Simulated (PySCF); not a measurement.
C2H7BrSi.
Bonds: C1–C2, C2–Si3, Si3–Br4. Hydrogens: H5, H6, H7 on C1; H8, H9 on C2; H10, H11 on Si3.

Method used: EOM-IP-CCSD/aug-cc-pVDZ in PySCF, restricted Hartree–Fock reference, 16 core orbitals frozen, non-relativistic, gas phase, PBE0-D3(BJ)/def2-SVP geometry.

Hartree–Fock orbital energies give these Koopmans values (eV): HOMO 11.04, HOMO-1 11.17, HOMO-2 12.42, HOMO-3 13.06, HOMO-4 13.32, HOMO-5 14.09, HOMO-6 14.64, HOMO-7 15.88.

Q: What vertical ionisation energies does EOM-IP-CCSD give?

A: 
| leading hole (HF orbital) | Koopmans (eV) | EOM-IP-CCSD (eV) | change (eV) | one-hole share |
| --- | --- | --- | --- | --- |
| HOMO | 11.04 | 10.32 | -0.72 | 0.96 |
| HOMO-1 | 11.17 | 10.54 | -0.63 | 0.96 |
| HOMO-2 | 12.42 | 11.60 | -0.82 | 0.95 |
| HOMO-3 | 13.06 | 12.32 | -0.74 | 0.95 |
| HOMO-4 | 13.32 | 12.45 | -0.87 | 0.95 |
| HOMO-5 | 14.09 | 13.21 | -0.88 | 0.95 |
| HOMO-6 | 14.64 | 13.53 | -1.11 | 0.95 |
| HOMO-7 | 15.88 | 14.79 | -1.09 | 0.95 |

Q: Does the order of the lines follow the orbital energies?

A: Yes, no two lines change places. The corrections run from -1.11 to -0.63 eV, with a mean of -0.86 eV over the 8 lines; no line lies above its Koopmans value. Koopmans values leave out both the relaxation of the orbitals and the change in correlation energy.

Q: At what kinetic energies would He I light (21.22 eV) eject these electrons?

A: 10.90 eV (HOMO), 10.68 eV (HOMO-1), 9.62 eV (HOMO-2), 8.90 eV (HOMO-3), 8.77 eV (HOMO-4), 8.01 eV (HOMO-5), 7.69 eV (HOMO-6), 6.43 eV (HOMO-7).

Lines less than 0.15 eV apart could change places at a higher level. One root was sought for each valence orbital with −ε under 21 eV, eight at most, so deeper holes and satellites are missing; no vibrational structure.

Shape of the structure used: `[CH3:1][CH2:2][SiH2:3][Br:4]`: C1–C2–Si3–Br4 179°.

One conformer stands for the species.
